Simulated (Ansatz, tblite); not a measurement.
Removing an electron: ZnMeI (CH₃IZn). Charge 0, multiplicity 1. Geometry: PBE0-D4/def2-TZVP. Ansatz, gas phase; energy differences of separate SCF runs; the oxidised species was run as a doublet alone.

Cartesian coordinates in Å:
```
Zn -0.375 0.778 0.636
C 0.301 -0.626 -0.511
H -0.509 -1.296 -0.805
H 1.063 -1.206 0.012
H 0.744 -0.197 -1.411
I -1.225 2.546 2.079
```

In the def2 sets I takes a core potential; there is no spin–orbit coupling. The xTB rows come from tblite. HOMO above LUMO, or a gap near zero within one spin, warns that the state may not be the lowest or that an electron is smeared out.

```tsv
level	−HOMO (eV)	vertical IE (eV)	−LUMO (eV)	HOMO–LUMO gap (eV)
GFN1-xTB	10.56	13.87	5.40	5.16
GFN2-xTB	11.25	14.46	5.59	5.65
PBE0-D4/def2-TZVP	7.52	9.73	0.69	6.84
```

Question: Estimate the rows for PBE-D4/def2-TZVP, r2SCAN-D4/def2-TZVP.

Answer: 
```csv
level,−HOMO (eV),vertical IE (eV),−LUMO (eV),HOMO–LUMO gap (eV),remarks
PBE-D4/def2-TZVP,6.41,9.54,1.49,4.92,gap within one spin near zero (+1 doublet)
r2SCAN-D4/def2-TZVP,6.71,9.66,1.16,5.55,–
```

Relaxing the oxidised species (PBE0-D4/def2-TZVP) changes its energy by -0.15 eV at PBE0-D4/def2-TZVP, so the adiabatic ionisation energy to this nearest minimum is 9.58 eV. At PBE-D4/def2-TZVP it is 9.47 eV.    Raw xTB energy differences between charge states are shifted by several eV; the methods need an empirical correction for them.
